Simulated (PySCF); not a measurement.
Excitations are Tamm–Dancoff values on a coarser integration grid. The basis has no diffuse functions, so Rydberg states are missing or too high.

## twistane `C1CC2CC3CCC2CC13` (charge 0, multiplicity 1)

Calculation: ωB97X-D3(BJ)/def2-SVP // B3LYP-D3(BJ)/def2-SVP run with PySCF.

The HOMO is -9.98 eV. The dipole moment is 0.00 D, the LUMO is 3.42 eV and the HOMO–LUMO gap comes out as 13.40 eV. The S1 excitation (TDA) is 8.87 eV and the S1 oscillator strength comes out as 0.002. The T1 excitation (TDA) is 8.64 eV, the S1–T1 gap (TDA) is 0.23 eV and the vertical ionisation energy (Delta-SCF) is 9.71 eV. The total energy is -10630.85 eV. The cost is about 17 core-minutes (a rough figure).

```xyz
26

C      1.9187    -0.0053    -0.7488
C      1.8810     0.3452     0.7648
C      0.4144     0.6205     1.1516
C     -0.1400     1.5618     0.0604
C     -0.5259     0.6234    -1.1035
C     -1.9176     0.0633    -0.7490
C     -1.8821    -0.4033     0.7330
C     -0.4161    -0.7077     1.0995
C      0.1400    -1.5618    -0.0604
C      0.5276    -0.5362    -1.1476
H      2.1798     0.8787    -1.3526
H      2.6887    -0.7657    -0.9562
H      2.5019     1.2301     0.9781
H      2.2898    -0.4788     1.3714
H      0.3466     1.0729     2.1533
H     -1.0184     2.1325     0.3990
H      0.6208     2.3037    -0.2274
H     -0.5464     1.1561    -2.0671
H     -2.6873     0.8376    -0.8981
H     -2.1777    -0.7713    -1.4198
H     -2.5033    -1.3020     0.8762
H     -2.2918     0.3714     1.4009
H     -0.3498    -1.2363     2.0633
H     -0.6203    -2.2791    -0.4059
H      1.0180    -2.1571     0.2343
H      0.5496    -0.9927    -2.1495
```
